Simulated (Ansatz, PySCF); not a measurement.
Spin states of HIrO (SMILES [OH][Ir]), each relaxed with B3LYP-D3(BJ)/def2-TZVP.
State 1 (charge 0, multiplicity 3):
| atom | x (Å) | y (Å) | z (Å) |
|---|---|---|---|
| Ir | -0.9390 | -0.6483 | -0.8156 |
| O | 0.4618 | -0.1337 | 0.3128 |
| H | 0.4439 | 0.8294 | 0.4325 |
State 2 (charge 0, multiplicity 1):
```xyz
3

Ir    -0.9189    -0.6367    -0.7988
O      0.4485    -0.1415     0.3017
H      0.4372     0.8256     0.4269
```

Singlets are restricted, other states unrestricted; no spin–orbit coupling, no relativity up to Kr; see below for the cores. The largest T1 diagnostic is 0.091.

The values were computed with Ansatz (Gaussian basis) for Hartree–Fock, density functionals and correlated methods; PySCF for the dispersion terms. Values without a source in brackets are computed. In def2 rows elements past Kr take small-core potentials, without spin–orbit coupling.

| level | energy of the multiplicity-1 state less that of the multiplicity-3 state (kJ/mol) |
|---|---|
| BLYP-D3(BJ)/def2-TZVPP | 84.4 |
| BLYP-D4/def2-TZVPP | 84.4 |
| r2SCAN/def2-TZVPP | 122.4 |
| r2SCANh/def2-TZVPP | 127.8 |
| PBE0-D4/def2-TZVPP | 106.3 |
| BHLYP-D3(BJ)/def2-TZVPP | 119.6 |
| CAM-B3LYP/def2-TZVPP | 100.3 |
| wB97X-V/def2-TZVPP | ___ |
| wB97M-V/def2-TZVPP | ___ |

Task: Fill in the missing entries.

Result: 
- wB97X-V/def2-TZVPP, energy of the multiplicity-1 state less that of the multiplicity-3 state (kJ/mol): 90.1
- wB97M-V/def2-TZVPP, energy of the multiplicity-1 state less that of the multiplicity-3 state (kJ/mol): 92.1

Ansatz is a program for electronic structure.
